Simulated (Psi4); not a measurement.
Psi4 input (wB97X-D/6-311+G**):

```
memory 1500 MB

molecule {
-1 1
N     1.41620400   -0.22409600    0.95309600
Si    0.02620800    0.10915300   -0.11996100
N    -0.44951100   -1.53192700   -0.64450400
N    -1.26287100    0.52247000    1.04710400
O     0.27531200    1.14664800   -1.26018600
H     1.76066900   -1.16778200    0.82934200
H     2.17905800    0.41556700    0.76684100
H    -1.40493500   -1.74081800   -0.38365300
H    -0.37026700   -1.62808200   -1.64963200
H    -1.77827100    1.33962700    0.74309200
H    -0.88241400    0.71502800    1.96508500
symmetry c1
no_reorient
no_com
}

set {
  basis 6-311+G**
  reference rks
  scf_type df
  df_basis_scf def2-universal-jkfit
  dft_radial_points 99
  dft_spherical_points 590
  e_convergence 1e-8
  d_convergence 1e-7
  maxiter 150
}

e = energy('wb97x-d')
print_out(f'\nFINAL {e:.10f} DIPOLE {variable("CURRENT DIPOLE")[0]:.6f} {variable("CURRENT DIPOLE")[1]:.6f} {variable("CURRENT DIPOLE")[2]:.6f}\n')
```

From the output:

```
    One-Electron Energy =               -1239.8911345581570913
    Two-Electron Energy =                 494.8951181811612514
    DFT Exchange-Correlation Energy =     -37.2871719129793533
    Empirical Dispersion Energy =          -0.0035486737938528
    VV10 Nonlocal Energy =                  0.0000000000000000
    Total Energy =                       -532.7563065436243050

Computation Completed

Properties will be evaluated at   0.000000,   0.000000,   0.000000 [a0]

Properties computed using the SCF density matrix

 Multipole Moments:

 ------------------------------------------------------------------------------------
     Multipole            Electronic (a.u.)      Nuclear  (a.u.)        Total (a.u.)
 ------------------------------------------------------------------------------------

 L = 1.  Multiply by 2.5417464519 to convert [e a0] to [Debye]
 Dipole X            :         -0.1671828            0.0000038           -0.1671790
 Dipole Y            :         -0.6963332           -0.0000094           -0.6963427
 Dipole Z            :          0.7652702            0.0000094            0.7652796
 Magnitude           :                                                    1.0480911

 ------------------------------------------------------------------------------------

FINAL -532.7563065436 DIPOLE -0.167179 -0.696343 0.765280

*** Psi4 exiting successfully. Buy a developer a beer!
```

The dipole moment of an ion depends on the origin.

The geometry given is a B3LYP-D3(BJ)/def2-TZVP minimum.
